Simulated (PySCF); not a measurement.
SMILES c1c(ccc(S)c1)C=O at its GFN2-xTB optimised geometry (Å):

```
15

O     -2.5626    -2.6291     0.0086
C     -1.3606    -2.5349     0.0028
C     -0.6093    -1.2786     0.0000
C     -1.2908    -0.0590    -0.0016
C     -0.6003     1.1323    -0.0021
C      0.7924     1.1202    -0.0005
S      1.7299     2.6087     0.0011
C      1.4832    -0.0904     0.0000
C      0.7868    -1.2786     0.0000
H     -0.7176    -3.4383    -0.0005
H     -2.3704    -0.0724    -0.0022
H     -1.1347     2.0714    -0.0035
H      0.6863     3.4383     0.0072
H      2.5626    -0.0825     0.0007
H      1.3223    -2.2169     0.0007
```

Level of theory: PBE/def2-TZVP (PySCF).

Map of the HOMO−1 amplitude (bohr^(-3/2)) on the plane z = 0.8 Å; orbital energy -5.87 eV, overall sign arbitrary:

```
|-----------------------------|
|-----------------------------|
|-----------------------------|
|-----------------------------|
|-----------------====--------|
|----------------=++++=-------|
|----------::---=+*%#*=-------|
|--------:::::--=+#@@#+=------|
|--------::::::--+#@%*+=------|
|-------:::::::::-+**+=-------|
|-------::::.....:-===--------|
|--------:::.     .:----------|
|---------:::.     .:::-------|
|-----------::...   .::::-----|
|--------------:..   .::::----|
|----------====-:.  .:::::----|
|----------=+++=-::.::::::----|
|-----::---=+**+=--::::::-----|
|---::::::-=+**+=---::::------|
|---:::::::-=++==----::-------|
|---::::..:-===---------------|
|---:::.  :-------------------|
|---::::..::------------------|
|---::::::::------------------|
|----:::::::------------------|
|-----:::::-------------------|
|-------:---------------------|
|-----------------------------|
|-----------------------------|
```
Scale: ten equal steps from -0.070 (start of ' ') to 0.161 (end of '@'), in the order ' .:-=+*#%@'; x runs from -5.50 to 5.50, y from -5.50 (bottom) to 5.50 (top).
